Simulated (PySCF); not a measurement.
Compound: C4H7NOS2.
Numbering: `[NH2:1][C:2](=[O:3])[CH:4]1[S:5][CH2:6][CH2:7][S:8]1` (hydrogens: H9, H10 on N1; H11 on C4; H12, H13 on C6; H14, H15 on C7)

Geometry (GFN2-xTB, Å), atoms numbered from 1 in this order:
```xyz
15
C4H7NOS2 angstrom
N      2.6583   -0.2600   -0.2639
C      1.3985   -0.0809   -0.7160
O      1.0697    0.8413   -1.4216
C      0.4335   -1.1582   -0.2307
S     -1.0805   -1.2293   -1.2058
C     -1.7657    0.2281   -0.3614
C     -1.6633   -0.0245    1.1278
S     -0.0252   -0.7467    1.5085
H      3.3399    0.4561   -0.4561
H      2.8820   -0.9623    0.4188
H      0.8988   -2.1436   -0.2316
H     -2.8008    0.3393   -0.6781
H     -1.1817    1.0932   -0.6736
H     -2.4103   -0.7463    1.4597
H     -1.7578    0.8962    1.7021
```

Computed at PBE0/pcSseg-1 (PySCF, non-relativistic), with Q(14N) = 0.02044 b, Q(17O) = −0.0256 b, Q(33S) = −0.0678 b: N1, 14N (I = 1): χzz = -4.694 MHz, η = 0.032; O3, 17O (I = 5/2): χzz = 9.560 MHz, η = 0.012; S5, 33S (I = 3/2): χzz = 51.38 MHz, η = 0.593; S8, 33S (I = 3/2): χzz = 51.38 MHz, η = 0.637.

Problem. Find the zero-field quadrupole resonance frequencies of 14N at N1.

Solution. From ν± = (3/4)|χ|(1 ± η/3) and ν0 = |χ|η/2: ν+ 3.558 MHz, ν− 3.483 MHz, ν0 0.075 MHz (amide nitrogen).

Problem. Find the zero-field quadrupole resonance frequencies of 17O at O3.

Solution. From the eigenvalues of H = χ/[4I(2I − 1)] × [3Iz² − I(I + 1) + η(Ix² − Iy²)], steps between neighbouring levels, labelled as for η = 0: ±1/2↔±3/2 1.434 MHz, ±3/2↔±5/2 2.868 MHz (amide oxygen).

Problem. Where would the pure quadrupole (NQR) lines of 33S at S5 fall for the rigid, isolated species?

Solution. From ν = (|χ|/2)√(1 + η²/3): ν = 27.16 MHz (sulfide sulfur).

Problem. Find the zero-field quadrupole resonance frequencies of 33S at S8.

Solution. From ν = (|χ|/2)√(1 + η²/3): ν = 27.37 MHz (sulfide sulfur).

In a crystal, neighbours and librations shift these lines. GFN2-xTB bond lengths can be off by several hundredths of an ångström, more for odd bonds, and the gradients follow them. The small basis limits the accuracy of the gradients.

The run behind these numbers computed NMR shieldings as well. The run took 45 s on an Arm Neoverse N1 with one thread, on a shared host, and the process peaked at 0.83 GiB of memory.

One conformer stands for the species.
